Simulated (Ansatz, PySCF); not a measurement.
This Ansatz (a program for electronic structure) input computes a BLYP/def2-TZVPD energy:

Ansatz 0.2 input:
```yaml
crystal:
  periodic: [false, false, false]
  atoms:
    - {symbol: Se, position_ang: [0.02874849, -0.02298349, 0.37505081]}
    - {symbol: F, position_ang: [0.60122254, 1.12803781, -0.69220991]}
    - {symbol: F, position_ang: [-0.70982796, -1.04121128, -0.72464871]}
basis:
  gaussian:
    orbitals: def2-TZVPD
hamiltonian:
  xc: {name: BLYP}
total_charge: 1
magnetization: {spin_polarized: true, initial_magnetization: 1}
output: {forces: true}
```

Problem. Write an input for the same energy in PySCF and say what it gives.

Solution. 
```python
from pyscf import gto, scf, dft

mol = gto.M(
    atom='''
    Se    0.02874849   -0.02298349    0.37505081
    F     0.60122254    1.12803781   -0.69220991
    F    -0.70982796   -1.04121128   -0.72464871
    ''',
    basis='def2-tzvpd',
    charge=1,
    spin=1,
    verbose=4,
)

mf = dft.UKS(mol, xc='blyp').density_fit(auxbasis='def2-universal-jkfit')
mf.grids.level = 3
mf.conv_tol = 1e-9
mf.max_cycle = 100
mf.max_memory = 1500
mf.kernel()
if not mf.converged:
    mf = mf.newton()
    mf.kernel(mf.make_rdm1())
for _ in range(2):
    mo, _, stable, _ = mf.stability(return_status=True)
    if stable:
        break
    mf.kernel(mf.make_rdm1(mo, mf.mo_occ))
mf.analyze()
```
It gives -2600.98144 Eh, and Ansatz -2600.98139 Eh, a difference of 0.05 mEh, from the treatment of integrals and grids.
